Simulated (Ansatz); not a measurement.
Reaction (formal exchange of groups at the Se–C bond): `C=NC[SeH]` + `[OH][SnH3]` → `[OH][SnH2][SeH]` + `C=NC`

Program: Ansatz. Geometries: PBE0-D4/def2-TZVP. ΔE: electronic, gas phase. CCSD(T)/CBS is the MP2 limit (def2-TZVPP, def2-QZVPP) plus CCSD(T) − MP2 in def2-TZVPP, frozen cores. DFT in def2-TZVPP. Elements past krypton have def2 core potentials. For Se, Sn outer-core shells are correlated without core-valence functions, which leaves a few kJ/mol of doubt a bond. Scalar relativity is left out up to krypton. One conformer a species, not always the lowest.

`C=NC[SeH]`:

```xyz
9

C     1.346    0.637    0.274
N     0.229    0.885   -0.255
C    -0.557   -0.235   -0.675
Se   -2.226   -0.359    0.340
H     1.731   -0.382    0.419
H     1.971    1.464    0.608
H    -0.895   -0.079   -1.701
H    -0.035   -1.197   -0.607
H    -1.563   -0.734    1.596
```

`[OH][SnH3]`:

Cartesian coordinates in Å:
```
O 1.316 0.547 0.471
Sn -0.351 -0.143 -0.318
H 1.316 0.533 1.430
H -1.650 0.825 0.227
H -0.554 -1.766 0.178
H -0.077 0.004 -1.988
```

`[OH][SnH2][SeH]`:

```xyz
7

O     0.152   -1.653   -0.567
Sn   -0.394    0.233   -0.499
Se    0.931    1.400    1.307
H     1.103   -1.764   -0.488
H     0.011    1.009   -1.963
H    -2.053    0.141   -0.150
H     0.250    0.634    2.360
```

`C=NC`:

```xyz
8

C     0.453    0.859    0.863
N     0.487   -0.344    0.503
C    -0.306   -0.731   -0.633
H    -0.152    1.624    0.353
H     1.045    1.179    1.720
H    -0.882    0.096   -1.074
H     0.350   -1.157   -1.398
H    -0.995   -1.526   -0.334
```

| level | ΔE (kJ/mol) |
| --- | --- |
| BLYP-D4 | -129.4 |
| r2SCAN-D4 | -135.9 |
| PBE-QIDH | -134.5 |
| r2SCANh | -137.0 |
| r2SCAN0 | -138.1 |
| CCSD(T)/def2-SVP | -134.7 |
| HF/def2-TZVPP | -140.9 |
| SCS-MP2/def2-QZVPP | -133.6 |

**Question.** What does CCSD(T)/CBS give? (Best estimate.)

**Answer.** Computed: -137.6 kJ/mol. The listed levels differ from it by 8.2, 1.7, 3.1, 0.6, -0.5, 2.9, -3.3, 4.0 kJ/mol.

Largest T1 diagnostic among the species: 0.014.

From BLYP to BHLYP (50 % exact exchange), in def2-TZVPP and without D4, ΔE moves by −4.7 kJ/mol. In def2-TZVPP, CCSD(T) changes the Hartree–Fock value by +14.7 kJ/mol (the triples alone add +1.6 kJ/mol) and MP2 by +11.4 kJ/mol.
